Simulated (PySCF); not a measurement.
Vertical excitations of a molecule Cl₂H₄OSi₂ from PySCF with TDDFT-CAM-B3LYP/def2-SVPD, as energy in eV (oscillator strength): 7.77 (0.013), 7.81 (0.008), 7.93 (0.010), 8.03 (0.001), 8.38 (0.002), 8.38 (0.098), 8.56 (0.009), 8.65 (0.002), 8.67 (0.015), 8.71 (0.004). Lowest triplet (TDA): 7.33 eV. Geometry optimised at B3LYP-D3(BJ)/def2-SVP. Other conformers were not sampled.

**Question.** Which molecule gave these data?
A. [SiH3]O[SiH](Cl)Cl
B. Cl[SiH2]O[SiH2]Cl
C. O[Si@@H](Cl)[SiH2]Cl
D. O[Si]([SiH3])(Cl)Cl

**Answer.** B, Cl[SiH2]O[SiH2]Cl
